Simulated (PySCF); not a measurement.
**TlSe and its ions**

UHF-SCS-MP2; PySCF, scalar-relativistic core potentials, basis sets Tl def2-SVP with ECP60, Se def2-SVP. Neutral (UHF): doublet (π ↑), Re = 2.743 Å, ωe = 179 cm⁻¹, De = 2.39 eV.

TlSe⁺ (UHF): triplet (π ↑↑), Re = 3.378 Å, ωe = 75.5 cm⁻¹. The energies at the minima are -2571.35667 hartree for TlSe and -2571.09738 for TlSe⁺.

**Question.** Work out the adiabatic ionisation energy, without and with harmonic zero-point energies (1 hartree = 27.2114 eV, 1 eV = 8065.5 cm⁻¹), and the change of the bond length.

**Answer.** At UHF-SCS-MP2: 0.25929 hartree = 7.056 eV between the minima; the zero-point term (75.5 − 179.0)/2 cm⁻¹ = -0.006 eV makes it 7.049 eV. Re changes by +63.5 pm against the neutral. The electron leaves a π orbital, and the ion is left as a loose complex of an ion and an atom.

Correlated steps freeze 13 core orbitals. Correlated levels converge slowly with the basis: in double zeta they bind strong bonds too weakly, by up to about 1 eV, and carry superposition errors of some tenths. Spin–orbit coupling is left out, which matters for elements this heavy, above all for dissociation energies. States were picked by a PBE0 search and need not be the measured ground states.
